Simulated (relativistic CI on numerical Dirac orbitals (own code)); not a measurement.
Os6+: L2,3 absorption edge

Computed with this model: Dirac-Coulomb-Breit CI, orbitals from a KLI potential per configuration, a model potential for QED, multiplet model of core-to-valence dipole absorption, unscaled Slater integrals; configurations [Xe] 4f14 5d2 → [He] 2s2 2p5 3s2 3p6 3d10 4s2 4p6 4d10 4f14 5s2 5p6 5d3; 10 K; Lorentzian 5 eV and Gaussian 1 eV FWHM. Energies are those of the free ion, without screening or charge transfer. The branching ratio is the share of the lower-energy edge in the whole absorption, uncertain by about 0.02 where the edges overlap. S is read from ⟨S²⟩ = S(S + 1).

Case free ion, the dichroism is that of the ground state at zero temperature, magnetised by exchange field 10 meV on Sz. The dichroism I(Δm = −1) − I(Δm = +1), over the sum of the three polarisations, integrates to 0.0353 on the lower edge and 0.1080 on the upper edge. The branching ratio is 0.816.

(1) Use the orbital sum rule with 8 holes to get ⟨Lz⟩.

Results:

(1) For a p → d edge ⟨Lz⟩ = 2 × n_h × (sum of both integrals) in this sign convention = 2.29; the ground state itself has ⟨Lz⟩ = 2.60 and ⟨Sz⟩ = -0.60. The rule assumes one radial integral for both edges, which relativistic orbitals only approach.
